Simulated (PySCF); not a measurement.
# C2H7BO2

C2H7BO2 is a small molecule, neutral, singlet. The structure, one conformer, was relaxed in the gas phase by PBE0-D3(BJ)/def2-SVP. No frequency run checks that it is a minimum.

SMILES: CCB(O)O

```csv
atom,x (Å),y (Å),z (Å)
O1,1.987,0.926,0.597
B2,1.025,0.088,0.102
O3,1.413,-1.164,-0.259
C4,-0.484,0.520,-0.088
C5,-1.467,-0.629,-0.280
H6,1.642,1.790,0.839
H7,2.358,-1.292,-0.112
H8,-0.514,1.192,-0.968
H9,-0.793,1.158,0.761
H10,-1.189,-1.244,-1.148
H11,-2.497,-0.272,-0.434
H12,-1.474,-1.299,0.594
```

Shieldings: GIAO PBE0/pcSseg-2. Shifts are against computed references at the same level: C TMS (σ 184.1 ppm), H TMS (σ 31.24 ppm). Core levels by delta-SCF with SCAN, pcX-2 on the ionised atom and pcseg-1 elsewhere, spin-free X2C; from the vacuum level, for chosen atoms.

(1) Give the shieldings and core levels atom by atom.

(2) By CAM-B3LYP/def2-SVPD (TDDFT singlets, Tamm-Dancoff triplets, ionisation by delta-SCF), where does absorption start, and what does vertical ionisation take?

Answers

(1) 
| atoms | bonded to | σ (ppm) | δ (ppm) | core level (eV) |
| --- | --- | --- | --- | --- |
| O1 | 1 B + 1 H | 204.1 | - | 1s 539.10 |
| B2 | 1 C + 2 O | 67.1 | - | 1s 197.15 |
| O3 | 1 B + 1 H | 213.3 | - | 1s 538.96 |
| C4 | 1 B + 1 C + 2 H | 174.3 | 9.8 | 1s 290.20 |
| C5 | 1 C + 3 H | 174.1 | 10.1 | 1s 290.43 |
| H6 | 1 O | 27.89 | 3.35 | - |
| H7 | 1 O | 27.70 | 3.54 | - |
| H8 | 1 C | 30.44 | 0.80 | - |
| H9 | 1 C | 30.70 | 0.55 | - |
| H10 H11 H12 | 1 C | 30.25 | 1.00 | - |

Values are those of this one static structure, with the three H of a rotating XH3 group averaged; atoms that internal rotation interchanges would show their mean in an NMR spectrum.

(2) The lowest singlet lies at 7.84 eV (f 0.026), the lowest triplet at 7.66 eV; vertical ionisation takes 11.17 eV.
